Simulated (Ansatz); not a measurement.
Cartesian coordinates in Å:
```
F 1.798 -0.568 0.278
C 0.452 -0.143 0.070
Si -0.547 -1.670 -0.442
Si 0.481 1.164 -1.302
Si -0.168 0.580 1.708
H -1.954 -1.246 -0.667
H -0.497 -2.690 0.636
H 0.011 -2.240 -1.695
H 1.025 0.573 -2.551
H -0.914 1.623 -1.531
H 1.325 2.313 -0.886
H -1.572 1.026 1.513
H -0.116 -0.459 2.769
H 0.675 1.737 2.101
```

Charge 0, multiplicity 1.

List the r2SCAN/def2-TZVPP orbital energies in eV (Ansatz). (Best estimate.)

Computed: Occupied: -1791.22, -1791.22, -1791.22, -666.32, -274.92, -141.70, -141.70, -141.70, -96.56, -96.56, -96.56, -96.55, -96.55, -96.55, -96.54, -96.54, -96.54, -31.47, -18.17, -14.17, -14.17, -13.65, -11.34, -11.24, -11.24, -9.36, -9.33, -9.33, -8.84, -8.84, -8.64, -7.36, -7.36. Lowest empty: -0.93, -0.61, -0.07, -0.07, 0.81, 0.81, 1.08, 1.31.
